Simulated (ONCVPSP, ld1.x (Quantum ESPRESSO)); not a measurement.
**Potentials for Si compared**

Generated with ld1.x 7.5 (TM, RRKJ, ultrasoft, PAW), atompaw 4.2 or ONCVPSP 4.0.1. The cutoff is in Ry: for ld1.x and atompaw files where the sum of valence levels is converged to 10 mRy in a Bessel basis, for ONCV files where the hardest occupied wave has 1 mHa per electron of residual kinetic energy. The error is the largest all-electron minus pseudo excitation energy over each file’s own four to seven test configurations (ionisations up to +4, promotions, holes and added fractions of an electron), all of which were solved. The labels leave out finer settings (local radius, basis sizes, second energies), which also bear on the numbers. Spin-polarised tests are not counted. The rows are a selection from randomly drawn settings: files with unsolved tests, undetermined cutoffs or missed reference levels are left out.

A true bound ghost makes a file unfit for plane-wave use even where its test errors are small: the radial tests pick states by their node count and pass the ghost by.

```tsv
potential	cutoff (Ry)	largest error (meV)	bound ghosts
ONCV, PBE, non-relativistic, rc 1.35/1.95/1.95 (spd), local smoothed, core correction yes, reference 3s1 3p3, qcut 5.1/4.6/4.7, projectors 2/2/2	15	+8.8	s
ONCV, PBEsol, scalar-relativistic, rc 1.50/1.60 (sp), local smoothed, core correction yes, reference 3s2 3p1.5, qcut 3.4/5.5, projectors 2/2	28	-15	none
```

(1) Fill in the row for Si: ONCV, PBEsol, fully relativistic, rc 1.50/1.70 (sp), local smoothed, core correction yes, reference 3s2 3p2, qcut 3.7/4.8, projectors 1/2.

(2) Fill in the row for Si: TM, LDA (PZ), scalar-relativistic, rc 1.25/2.30/2.35 (spd), local s, core correction yes, reference 3s1 3p3.

(3) Fill in the row for Si: ONCV, PBE, scalar-relativistic, rc 1.85/2.15/1.60 (spd), local smoothed, core correction yes, reference 3s1.75 3p2.25, qcut 3.2/3.1/6.7, projectors 2/1/2.

Results:

(1) cutoff 15 Ry, largest error +96 meV, bound ghosts: none.

(2) cutoff 45 Ry, largest error +12 meV, bound ghosts: none.

(3) cutoff 27 Ry, largest error -11 meV, bound ghosts: none.
